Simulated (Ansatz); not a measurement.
`O[SiH]1BN1` + SiH₄ → `[SiH3][SiH]1BN1` + H₂O  (formal exchange of groups at the Si–O bond)

Computed with Ansatz on PBE0-D4/def2-TZVP structures; ΔE is electronic, products minus reactants. CCSD(T)/CBS is the MP2 limit (def2-TZVPP, def2-QZVPP) plus CCSD(T) − MP2 in def2-TZVPP, frozen cores. This one scheme is used for every species. DFT in def2-TZVPP. HSE06 is defined as in plane-wave codes. One conformer a species, not always the lowest.

`O[SiH]1BN1`:

Z-matrix (Å, degrees):
```
Si
B 1 1.907
N 1 1.741 2 44.6
O 1 1.644 2 124.0 3 -97.1
H 1 1.485 2 128.1 3 86.6
H 2 1.188 1 163.8 3 175.3
H 3 1.010 1 150.7 2 -177.2
H 4 0.958 1 116.9 2 165.4
```

SiH₄:

Z-matrix (Å, degrees):
```
Si
H 1 1.485
H 1 1.485 2 109.5
H 1 1.485 2 109.5 3 -120.0
H 1 1.485 2 109.5 3 120.0
```

`[SiH3][SiH]1BN1`:

```xyz
10

Si   -0.172   -0.851    1.633
Si   -0.601   -0.119   -0.540
B     0.747    0.298   -1.870
N     0.307    1.308   -1.052
H    -0.812    0.026    2.654
H    -0.700   -2.231    1.815
H     1.296   -0.861    1.871
H    -2.061   -0.038   -0.830
H     1.520    0.176   -2.763
H     0.476    2.292   -0.917
```

H₂O:

Z-matrix (Å, degrees):
```
O
H 1 0.960
H 1 0.960 2 105.1
```

Q: Is it downhill or uphill in electronic energy at CCSD(T)/CBS, and by how much? (Best estimate.)

A: The calculation gave: Uphill: ΔE = +0.95 eV.

Q: What do these levels give: BLYP-D4, ωB97X-V, B2PLYP, PBE-QIDH, HSE06, CAM-B3LYP? (An estimate is asked.)

A: The calculation gave: BLYP-D4 0.94, ωB97X-V 1.00, B2PLYP 1.05, PBE-QIDH 0.95, HSE06 0.85, CAM-B3LYP 1.11 eV.

Largest T1 diagnostic among the species: 0.015.

Leaving LDA and LC-ωPBE aside and taking each functional with its dispersion term where it has one, the values, not all of them listed here, spread over 0.31 eV, from revPBE-D4 to CAM-B3LYP-D4. LDA lies +0.04 eV from PBE without D4. In def2-TZVPP, CCSD(T) changes the Hartree–Fock value by −0.26 eV (the triples alone add −0.04 eV) and MP2 by −0.20 eV.
